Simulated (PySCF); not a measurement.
Compound: CH4ClGa.
Bonds: C1–Ga2, Ga2–Cl3. Hydrogens: H4, H5, H6 on C1; H7 on Ga2.

Computed geometry: PBE0-D3(BJ)/def2-SVP, gas phase.

(1) How far are the bound atoms from Ga2?

(2) List the angles at Ga2.

(3) What is the shape at Ga2?

(4) What are the other bond lengths?

(5) What are the rotational constants (commonest isotopes, rigid rotor)?

Answers

(1) 3 atoms: H7 1.561 Å, C1 1.951 Å, Cl3 2.164 Å. The nearest atom not counted as bound is H5, at 2.53 Å.

(2) 
```json
{"angle": "C1–Ga2–H7", "degrees": "131.5", "distance of the outer atoms (Å)": "3.21"}
{"angle": "C1–Ga2–Cl3", "degrees": "114.5", "distance of the outer atoms (Å)": "3.46"}
{"angle": "Cl3–Ga2–H7", "degrees": "114.0", "distance of the outer atoms (Å)": "3.14"}
```

(3) Planar: angles 131.5°, 114.5° and 114.0°, sum 360.0°, 0.01 Å off the plane of its three neighbours.

(4) C1–H4, C1–H5, C1–H6 1.100 Å.

(5) A = 13354, B = 3218, C = 2636 MHz: an asymmetric top.

Charge 0, singlet. Stationary, but not proved a minimum.
